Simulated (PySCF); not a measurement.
SMILES O=Cc1ccc(B(O)O)cc1 (GFN2-xTB optimised geometry):

```
18

O     -1.333    -4.052     0.014
C     -1.833    -2.955     0.002
C     -1.099    -1.686     0.000
C     -1.779    -0.468    -0.003
C     -1.074     0.718    -0.004
C      0.323     0.735    -0.001
B      1.095     2.122     0.001
O      0.371     3.249    -0.157
O      2.440     2.242     0.156
C      0.990    -0.493     0.000
C      0.296    -1.686     0.000
H     -2.935    -2.832    -0.008
H     -2.860    -0.461    -0.005
H     -1.595     1.663    -0.008
H      0.894     4.052    -0.147
H      2.935     1.433     0.274
H      2.072    -0.519    -0.006
H      0.812    -2.635     0.000
```

Calculation: B3LYP/def2-SVP in PySCF.

Problem. What are the frontier orbital energies and the dipole moment?

Solution. HOMO-2 -7.51 eV, HOMO-1 -7.36 eV, HOMO -7.11 eV, LUMO -2.12 eV, LUMO+1 -0.57 eV; dipole moment 3.00 D.

Meta-Löwdin charges at B3LYP/def2-SVP: O1 -0.38, C2 0.26, C3 -0.03, C4 -0.09, C5 -0.08, C6 -0.09, B7 0.41, O8 -0.48, O9 -0.49, C10 -0.09, C11 -0.08, H12 0.05, H13 0.10, H14 0.11, H15 0.33, H16 0.33, H17 0.08, H18 0.12.
